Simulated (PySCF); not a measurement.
## A computed series [M(SH)4]−

Computed with PySCF 2.14.0, PBE0, def2-SVP on the ligands, density fitting, scalar-relativistic core potentials, no spin-orbit coupling, vacuum. Each member is relaxed from one template within its symmetry. Distances are means of the shortest metal–ligand contacts, charges and spins Mulliken's; removal energies are rigid, with the ligand's formal charge and no counterpoise, so too large; for an anion taken off a cation in vacuum most of it is the attraction of opposite charges, and multiply charged cations can part far more cheaply with an electron moved from ligand to metal. lcecp potentials hold a fixed number of 4f electrons in the core, out of states, spins and gaps.

```
metal      basis on the metal  point group  M–SH (Å)  charge on M (e)  removal of one SH (eV)  strongest infrared band, degenerate modes summed (cm⁻¹)  unstable modes (below −25 cm⁻¹)
   Gd  lcecp-1-SVP with ECP53           S4     2.678             0.59                    4.61                                                      266                                0
   Dy  lcecp-1-SVP with ECP55           S4     2.653             0.60                    4.63                                                        –                                1
   Er  lcecp-1-SVP with ECP57           S4     2.626             0.55                    4.68                                                      270                                0
   Yb  lcecp-1-SVP with ECP59           S4     2.604             0.54                    4.71                                                      272                                0
```

Task: Order these by the M–SH distance, lowest first.
A. Tl, def2-SVP with ECP60
B. Nd, lcecp-1-SVP with ECP49
C. Sm, lcecp-1-SVP with ECP51
D. Ce, lcecp-1-SVP with ECP47
E. Y, def2-SVP with ECP28

Result: A (2.557), E (2.620), C (2.705), B (2.720), D (2.774).

Task: What else do they give?

Result: 
```csv
metal,basis on the metal,point group,M–SH (Å),charge on M (e),removal of one SH (eV),"strongest infrared band, degenerate modes summed (cm⁻¹)",unstable modes (below −25 cm⁻¹)
Y,def2-SVP with ECP28,S4,2.620,0.49,4.69,–,not given
Ce,lcecp-1-SVP with ECP47,S4,2.774,0.65,4.48,270,0
Nd,lcecp-1-SVP with ECP49,S4,2.720,0.61,4.48,–,1 (soft)
Sm,lcecp-1-SVP with ECP51,S4,2.705,0.61,4.56,264,0
Tl,def2-SVP with ECP60,S4,2.557,0.30,3.95,277,0
```

From Ce to Yb the M–SH distance shrinks by 0.17 Å, the lanthanide contraction, and the energy to remove one SH rises by 0.23 eV.

Members with unstable modes aren't minima as they stand: saddle points kept by symmetry or, where the modes are soft, flat surfaces and noise. Moved off a saddle point of the template and relaxed again: Sm, Gd, Dy, Tl. One start shape was tried for each, so a minimum needn't be the lowest isomer.
